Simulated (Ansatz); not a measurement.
Cartesian coordinates (Å):
SMILES: BC(F)(F)F
```xyz
7

B      1.0220    -0.0703     0.0735
C     -0.5500    -0.0447    -0.2020
F     -1.0561    -1.1943    -0.6962
F     -1.3101     0.2845     0.8634
F     -0.7444     0.9215    -1.1484
H      1.6992    -0.7506    -0.6188
H      1.4575     0.6309     0.9215
```
Charge 0, multiplicity 1.

Level of theory: frozen-core CCSD(T)/def2-TZVPP // B3LYP-D3(BJ)/def2-TZVP in Ansatz (a first-principles code).

* **HF energy**: -362.16896 Ha
* **MP2 correlation energy**: -0.99803 Ha

**Question.** Estimate the CCSD correlation energy, the (T) correction, the total energy and the T1 diagnostic.

**Answer.** 
```json
{
 "CCSD correlation energy": "-1.01679 Ha",
 "(T) correction": "-0.03205 Ha",
 "CCSD(T) total energy": "-363.21780 Ha",
 "T1 diagnostic": "0.013"
}
```
